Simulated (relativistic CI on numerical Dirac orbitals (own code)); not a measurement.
Transition arrays of Sr12+

These numbers are calculated, not measured: Dirac-Coulomb-Breit CI, orbitals from a KLI potential per configuration, model QED (radiative potential, 1s self-energy scaled to tabulated hydrogen-like ionisation energies), valence Slater integrals scaled by 0.9, whole transition arrays (own radial code, finite nucleus).

Configuration list (outside the closed core [Ne] 3s2): 3p⁶3d⁸, 3p⁶3d⁷4f, 3p⁵3d⁹, 3p⁶3d⁷4p, 3p⁶3d⁷5f. Levels of other configurations are missing.

All E1 lines from the levels of 3p⁶3d⁸; mean and standard deviation are weighted by gf, and upper levels are sorted by their leading configuration.

```tsv
Upper configuration	Lines	Σgf	Mean (eV)	Mean (nm)	σ (eV)	Strongest line (nm)
3p⁶3d⁷4f	721	143.1	266.26	4.657	3.65	4.629
3p⁵3d⁹	60	22.5	141.80	8.744	7.29	8.226
3p⁶3d⁷4p	466	19.1	185.19	6.695	3.41	6.772
3p⁶3d⁷5f	721	89.0	318.69	3.890	4.00	3.863
```

Σgf per state of the lower configuration in bins of 0.2 nm over the central range (centre: value): 3.9: 1.89, 4.1: 0.05, 4.5: 0.42, 4.7: 2.66, 4.9: 0.10, 6.5: 0.05, 6.7: 0.30, 6.9: 0.06, 8.3: 0.12, 8.7: 0.12, 8.9: 0.07.

**Question.** How do configuration mixing and the scaling of the Slater integrals move the arrays?

**Answer.** Slater scale 0.9, no configuration mixing: 3p⁶3d⁷4f 266.5 ± 3.7 eV (Σgf 156.4), 3p⁵3d⁹ 142.6 ± 7.5 eV (Σgf 25.8), 3p⁶3d⁷4p 185.3 ± 3.5 eV (Σgf 19.6), 3p⁶3d⁷5f 318.4 ± 4.0 eV (Σgf 65.5); Slater scale 1: 3p⁶3d⁷4f 266.8 ± 4.0 eV (Σgf 143.7), 3p⁵3d⁹ 142.0 ± 7.8 eV (Σgf 22.2), 3p⁶3d⁷4p 185.3 ± 3.8 eV (Σgf 19.1), 3p⁶3d⁷5f 319.0 ± 4.4 eV (Σgf 89.7); Slater scale 0.8: 3p⁶3d⁷4f 265.7 ± 3.3 eV (Σgf 142.6), 3p⁵3d⁹ 141.6 ± 6.8 eV (Σgf 22.9), 3p⁶3d⁷4p 185.1 ± 3.0 eV (Σgf 19.1), 3p⁶3d⁷5f 318.4 ± 3.6 eV (Σgf 88.4). With mixing, levels are counted to their leading configuration, so an array can shrink or vanish into another, and the sums then hold other lines.
